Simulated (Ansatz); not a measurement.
System: BBr, net charge 1, doublet state. 
Geometry from a B3LYP-D3(BJ)/def2-TZVP (Ansatz, a program for electronic structure) optimisation:
SMILES: [B][Br+]
```xyz
2

B      0.0000     0.0000    -1.5355
Br     0.0000     0.0000     0.2194
```
Charge +1, spin multiplicity 2.

Quantity: vertical ionisation energy (to the singlet state of charge +2; each state is the SCF solution reached for its spin; for the singlet the Hartree-Fock reference is unstable and T1 is 0.031), in eV. Valence correlation only, unless marked. UHF or UKS for open shells. No spin-orbit coupling. Frozen are the shells of the preceding noble gas and the d and f shells that filled before the atom's block. No relativistic terms. Basis-set limits of correlation are two-point, X^-3; Hartree-Fock from the larger set.

CCSD(T)/CBS(aug-cc-pVTZ,aug-cc-pVQZ) (Ansatz) gives 19.55 eV.

**Question.** Another calculation gave 19.69 eV. Which level was it?
A) B3LYP/def2-TZVPD (Ansatz)
B) SVWN5/def2-TZVPD (Ansatz)
C) CAM-B3LYP/def2-TZVPD (Ansatz)

**Answer.** A, B3LYP/def2-TZVPD (Ansatz). The others give 19.47 (SVWN5), 19.82 (CAM-B3LYP) eV.
